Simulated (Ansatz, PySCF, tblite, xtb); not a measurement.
Energy landscape of H2Cl (cation, charge +1), singlet: symmetric bend, bond length relaxed. Scanned: H-Cl-H angle. Other coordinates (Cl-H bond length) were minimised at PBE0/def2-TZVP.

Computed with: GFN1-xTB (xtb); GFN2-xTB, 300 K electronic temperature (tblite); RKS-B3LYP/6-31G* = restricted B3LYP/6-31G*, spherical d in PySCF 2.14.0; FCI/cc-pVDZ = Ansatz (a program for electronic structure) with full CI/cc-pVDZ, frozen core.

Energies relative to the lowest point of each profile, in eV; the last columns give the difference from FCI:

| a / ° | GFN1-xTB | GFN2-xTB | RKS-B3LYP/6-31G* | FCI/cc-pVDZ | GFN1-xTB − FCI/cc-pVDZ | GFN2-xTB − FCI/cc-pVDZ | RKS-B3LYP/6-31G* − FCI/cc-pVDZ |
|---|---|---|---|---|---|---|---|
| 180 | 2.062 | 1.439 | 2.510 | 2.537 | -0.474 | -1.098 | -0.027 |
| 168.02 | 1.900 | 1.323 | 2.347 | 2.364 | -0.464 | -1.041 | -0.017 |
| 159.21 | 1.623 | 1.132 | 2.054 | 2.059 | -0.436 | -0.927 | -0.005 |
| 148.38 | 1.208 | 0.851 | 1.582 | 1.579 | -0.371 | -0.729 | 0.003 |
| 137.74 | 0.803 | 0.573 | 1.091 | 1.088 | -0.285 | -0.514 | 0.003 |
| 132.12 | 0.609 | 0.438 | 0.845 | 0.844 | -0.235 | -0.406 | 0.001 |
| 121.60 | 0.306 | 0.223 | 0.445 | 0.449 | -0.143 | -0.227 | -0.004 |
| 112.32 | 0.117 | 0.085 | 0.183 | 0.190 | -0.072 | -0.105 | -0.006 |
| 99.47 | 0.000 | 0.000 | 0.000 | 0.000 | 0.000 | 0.000 | 0.000 |
| 88.88 | 0.044 | 0.044 | 0.031 | 0.008 | 0.036 | 0.036 | 0.023 |
| 79.12 | 0.208 | 0.196 | 0.219 | 0.153 | 0.055 | 0.043 | 0.066 |
| 67.80 | 0.557 | 0.519 | 0.629 | 0.488 | 0.069 | 0.031 | 0.141 |
| 60 | 0.899 | 0.831 | 1.021 | 0.823 | 0.076 | 0.008 | 0.198 |

GFN1-xTB is furthest from FCI/cc-pVDZ at 180 (-0.474 eV, below); its mean absolute difference over the points is 0.209 eV.

GFN2-xTB is furthest from FCI/cc-pVDZ at 180 (-1.098 eV, below); its mean absolute difference over the points is 0.397 eV.

RKS-B3LYP/6-31G* is furthest from FCI/cc-pVDZ at 60 (0.198 eV, above); its mean absolute difference over the points is 0.038 eV.
